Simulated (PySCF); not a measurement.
## Two-component Hartree-Fock for Eu (europium, neutral)

Start: [Xe] 4f7 6s2; 4f5/2 filled at m_j = -5/2, -3/2, -1/2, +1/2, +3/2, +5/2; 4f7/2 filled at m_j = +7/2. Calculated with PySCF 2.14 in x2c-TZVPPall-2c: generalised Hartree-Fock with the X2C-1e Hamiltonian and a Gaussian nucleus; one run each with spin-orbit coupling (SO) switched off, then screened by Boettger's factors.

```
spinor shell  electrons  ε, spin-free (eV)  ε, screened SO (eV)  weight of nominal j (screened SO)  rms radius, screened SO (bohr)
       1s1/2          2           -48759.5             -48750.9                              1.000                          0.0254
       2s1/2          2            -8124.9              -8122.3                              1.000                           0.103
       2p1/2          2            -7233.3              -7689.5                              1.000                          0.0881
       2p3/2          4            -7233.3              -7037.0                              1.000                          0.0944
       3s1/2          2            -1836.6              -1835.8                              1.000                           0.266
       3p1/2          2            -1553.3              -1648.3                              1.000                           0.257
       3d3/2          4            -1173.6              -1191.1                              0.995                           0.242
       3d5/2          6            -1173.6              -1161.3                              0.996                           0.246
       4s1/2          2            -386.25              -386.03                              1.000                           0.602
       4p1/2          2            -290.48              -312.83                              0.966                           0.621
       4p3/2          4            -290.48              -280.64                              0.983                           0.648
       4d3/2          4            -153.90              -159.53                              0.722                           0.705
       4d5/2          6            -153.90              -149.99                              0.815                           0.711
       5s1/2          2            -54.755              -54.725                              1.000                            1.50
       5p1/2          2            -29.492              -32.986                              0.880                            1.69
       5p3/2          4            -29.492              -27.941                              0.940                            1.81
       4f5/2          6            -14.540              -14.532                              0.546                            1.02
       4f7/2          1            -14.540              -14.125                              1.000                            1.03
       6s1/2          2             -4.910               -4.912                              1.000                            4.93
```

Question: Where does 3p3/2 lie, and what is the 3p spin-orbit splitting (screened SO)?

Answer: At -1512.0 eV, 136.27 eV above 3p1/2.

```json
{"quantity": "E (hartree)", "spin-free": "-10836.72689", "screened SO": "-10843.32717"}
{"quantity": "M_J", "spin-free": "7/2", "screened SO": "7/2"}
{"quantity": "⟨J²⟩", "spin-free": "15.762", "screened SO": "15.762"}
{"quantity": "⟨L²⟩", "spin-free": "0.000", "screened SO": "0.099"}
{"quantity": "⟨S²⟩", "spin-free": "15.762", "screened SO": "15.708"}
```

Each row is a mean over spinors that exchange with the open shell spreads, by up to 17.842 eV (4d5/2).

Rows whose weight is well below 1 are mixtures of j = l ± 1/2: exchange outweighs spin-orbit coupling there, and the label is only the starting occupation.

Breit and QED terms are absent; they matter most for the inner s and p1/2 levels.

Densities and radii are taken from the X2C orbitals without a picture-change correction, which distorts them close to the nucleus.

Without spin-orbit coupling the j labels of p, d and f shells carry no meaning; the spin-free column gives the mean over the occupied spinors of each nl shell.
